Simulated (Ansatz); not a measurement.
C2H2ClIO (`ClC1(I)CO1`). The species carries charge 0 and has multiplicity 1. I takes the def2 core potential. The structure was optimised at the PBE0-D4/def2-TZVP level.

```xyz
7

Cl    1.973    0.817    0.010
C     0.247    0.536   -0.033
I    -0.868    2.122    0.842
C    -0.272   -0.822   -0.010
O    -0.252    0.003   -1.190
H     0.431   -1.649   -0.023
H    -1.258   -1.007    0.405
```

Problem. What is the dipole moment at ωB97M-V/def2-TZVPP? (Estimate.)

Solution. The calculation gave: 1.94 D, with components (-0.55, -1.49, 1.11) D in this frame, pointing from negative to positive charge.

Problem. And with PBE, r2SCAN, B3LYP? (Best estimate.)

Solution. Computed: PBE 1.84 D, r2SCAN 1.94 D, B3LYP 1.94 D.

Problem. Give the Mulliken charges with ωB97M-V, PBE, B3LYP in def2-TZVPP. (Estimate.)

Solution. Ansatz gave: 
```
atom  ωB97M-V    PBE  B3LYP
 Cl1    -0.05  -0.08  -0.08
  C2     0.09   0.15   0.17
  I3     0.03  -0.02   0.01
  C4    -0.05  -0.05  -0.05
  O5    -0.26  -0.21  -0.28
  H6     0.12   0.10   0.12
  H7     0.12   0.10   0.12
```

B3LYP here is the variant with VWN-RPA as its local correlation; programs differ in this.
